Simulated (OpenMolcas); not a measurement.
Ti3+ with 6 ligands (water) in octahedral coordination (Th). Ligand basis ANO-RCC-VDZP.

- Program: OpenMolcas
- Method: SS-CASPT2, IPEA 0.25 Eh, imaginary shift 0.1 Eh (closed shells correlated: 3s 3p and the ligand valence shells)
- Basis: ANO-RCC-VTZP [6s5p3d2f1g]
- Scalar Hamiltonian: DKH2, point nucleus
- Active space: 1 electron in 5 orbitals (3d)
- State averaging: 2S+1 = 2 even, 5 roots
- Spin-orbit coupling: state interaction with AMFI integrals over the reference wave functions

All ligands move together. At R = 1.94 Å |10Dq| is 22834 cm-1, and at R = 2.15 Å it is 13212 cm-1.

Q: A third run gives 18029 cm-1. What distance was it run at?

A: With a power law R^-n the two known points give n = -ln(13212 / 22834) / ln(2.15 / 1.94) = 5.32. Then R = 1.94 × (22834 / 18029)^(1/5.32) = 2.028 Å. The run was at 2.03 Å, so the estimate is off by -0.002 Å.

Roots that are degenerate in the reference are averaged as groups; the widest CASPT2 spread within a group is 14 cm-1 (the 2-fold group of multiplicity 2 near 13200 cm-1 above the lowest state of its run, R = 2.15). Shifts and gaps below about the spread of the groups concerned are not significant. Over all roots computed the reference weight is 0.71 in R = 1.94, 0.71 in R = 2.03, 0.71 in R = 2.15; a low but even weight reflects the number of correlated electrons. An orbital triplet at a regular site is open to Jahn-Teller coupling, which can distort the site and quench the lowest spin-orbit gaps and is left out. Ligand-to-metal charge-transfer states are missing. With one d shell and no ligand orbital active, 10Dq can be off by a tenth or more. Free-ion shares, where given, are those of the reference states; single-state CASPT2 does not remix them (holds for R = 2.15). No measured value stands beside these numbers; the geometry is a model, was not optimised and need not be the one that this ion takes.
